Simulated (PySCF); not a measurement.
**Electron correlation in B (boron, neutral)**

[He] 2s2 2p1, 2P determinant. Calculation: PySCF 2.14, in pcseg-2; no relativity, point nucleus. Frozen: 1s2; 3 electrons correlated.

MP2 pair energies summed by pair of shells (mhartree):

| pair | energy | share (%) |
| --- | --- | --- |
| 2s-2s | -23.75 | 56.9 |
| 2s-2p | -18.02 | 43.1 |

Total MP2 correlation energy: -41.77 mhartree.

Same-spin part -2.92 and opposite-spin part -38.85 mhartree; SCS-MP2 scales them by 1/3 and 6/5 to -47.59 mhartree.

```tsv
level	correlation energy (mhartree)
CCSD	-61.88
(T)	-1.18
CCSD(T)	-63.06
```

Diagnostics: T1 = 0.012, D1 = 0.0212, largest double amplitude 0.100.

Is a single reference adequate?

Mostly. T1 lies below 0.03, but a double amplitude of this size points to a near-degeneracy that CCSD handles and MP2 describes poorly.
